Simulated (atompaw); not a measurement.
# Building the PAW (atompaw) potential for ytterbium (Yb) (LDA (PW92), scalar-relativistic).

* Element: ytterbium
* Generator: atompaw 4.2.0.5
* Type: PAW
* Functional: LDA (PW92)
* Relativity: scalar-relativistic
* Frozen core: [Kr] 4d10
* Valence charge: 24
* Reference configuration: 4f14 5s2 5p6 5d0 6s1.5 6p0 (charge +0.5)
* Partial waves: 5s (bound): rc 2.20 bohr; 6s (bound): rc 1.85 bohr; 5p (bound): rc 1.90 bohr; 6p (bound, empty): rc 2.55 bohr; 5d (bound, empty): rc 2.50 bohr; 5d channel at -0.16 Ry: rc 2.50 bohr; 4f (bound): rc 0.80 bohr; 4f channel at 2.65 Ry: rc 0.80 bohr
* Local potential: bessel scheme, radius 2.35 bohr
* Core correction: smooth core density matched at 1.60 bohr
* Augmentation charge: sinc compensation charge, radius 1.85 bohr; PAW radius 2.55 bohr; waves and projectors: custom rrkj gramschmidtortho

All-electron outer shells of the reference configuration (LDA (PW92), scalar-relativistic, ld1.x):

```tsv
shell	level (eV)	outermost node (bohr)	outermost maximum (bohr)
4p	-340.84	0.26	0.48
4d	-181.02	0.24	0.49
5s	-58.39	0.58	1.07
5p	-30.86	0.62	1.24
6s	-6.73	1.46	3.12
4f	-6.49	–	0.49
5d	-3.62	0.70	2.04
6p	-3.31	1.80	4.27
```

Question: Estimate the cutoffs (Ry, on a coarse ladder) from which the occupation-weighted sum of valence levels, in a spherical-Bessel basis at the reference potential, stays within 10 and 1 mRy of its value at 400 Ry.

Answer: over 300 Ry and over 300 Ry.

Question: What does a ghost test show?

Answer: No extra level below or beside the all-electron valence levels (s, p, d, f tested).

Question: Is the overlap operator S = 1 + Σ q|β⟩⟨β| positive definite (Bessel basis up to 400 Ry)?

Answer: Yes: its lowest eigenvalue is 0.06 (p channel).

Question: Which valence shell sets the plane-wave cutoff?

Answer: 4f: its level needs over 300 Ry to come within 1 mRy, against 25 Ry for 6s.
